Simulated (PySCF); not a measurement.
# How the method changes the shape and vibrations of BClGeH3O cation

All numbers below are calculated, not measured. They come from PySCF 2.14.0, an open-source quantum chemistry program, on an isolated molecule that a program drew, which may never have been made. The molecule is BClGeH3O cation (charge +1, singlet), drawn as the SMILES string `[OH][GeH2][B+]Cl`.

The geometry was optimised and harmonic frequencies were computed with HF and MP2, all in the cc-pV(D+d)Z basis, for the commonest isotopes, with a restricted reference for singlets and an unrestricted one otherwise, and a frozen core in MP2. Germanium has the cc-pVDZ-PP basis, with a core potential (ECP10MDF) in place of its 10 inner electrons, and its 3s, 3p and 3d shells are frozen in MP2. Each result is a local minimum of its method.

Geometry at the HF minimum:
```xyz
7
BClGeH3O cation, angstrom
O     0.2195   -2.5243    0.3336
Ge    0.2292   -0.8654    0.9029
B    -0.5980   -0.1294   -0.9475
Cl   -1.2210    0.3461   -2.3671
H     0.5352   -3.2166    0.9026
H     1.5993   -0.2344    1.0274
H    -0.7920   -0.5450    1.9729
```

Lengths of the bonds as drawn, in Å (atoms numbered as above):
```
  bond     HF    MP2
O1-Ge2  1.754  1.789
Ge2-B3  2.156  2.141
B3-Cl4  1.622  1.622
 O1-H5  0.950  0.973
Ge2-H6  1.513  1.523
Ge2-H7  1.513  1.523
```

Rotational constants, in GHz:
```
constant,HF,MP2
A,10.33,9.933
B,1.301,1.318
C,1.173,1.183
```

Harmonic frequencies in cm^-1, each column in rising order, so a row needn't be the same motion in every method:
| rank | HF | MP2 |
|---|---|---|
| 1 | 95 | 79 |
| 2 | 126 | 98 |
| 3 | 212 | 199 |
| 4 | 278 | 281 |
| 5 | 334 | 309 |
| 6 | 572 | 540 |
| 7 | 679 | 636 |
| 8 | 770 | 723 |
| 9 | 817 | 768 |
| 10 | 930 | 878 |
| 11 | 936 | 926 |
| 12 | 1246 | ? |
| 13 | 2325 | 2251 |
| 14 | 2329 | 2264 |
| 15 | 4112 | 3809 |

**Estimate the missing MP2 frequency from the HF column.**

A single factor s that minimises the squared misfit of MP2 against s times HF over the other rows is sum(HF x MP2) / sum(HF^2) = 0.9444, with an rms misfit of 33 cm^-1. For rank 12 it gives 0.9444 x 1246 = 1177 cm^-1. The calculation gives 1249 cm^-1, 72 cm^-1 above the estimate. The drawn bonds are on average 0.8 % longer in MP2 than in HF.
